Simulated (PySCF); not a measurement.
# Dipole polarisabilities along group 15, charge +2

Calculated with PySCF 2.14 for the ground configurations, without spin-orbit coupling: coupled response for Hartree-Fock and DFT. Mean α in bohr³, C₆ of like pairs in atomic units.

```
                                                        species  α UHF  α PBE  α PBE0  C₆ UHF  C₆ PBE  C₆ PBE0
               N²⁺ [He] 2s2 2p1 (aug-cc-pV5Z, non-relativistic)  2.716  2.589   2.602   3.846   3.675    3.692
           P²⁺ [Ne] 3s2 3p1 (aug-cc-pV(5+d)Z, non-relativistic)  9.591  9.216   9.286   35.23   33.23    33.61
Bi²⁺ [Xe] 4f14 5d10 6s2 6p1 (aug-cc-pV5Z-PP with ECP60MDF, ECP)  16.98  16.05   16.13   125.9   117.7    118.5
```
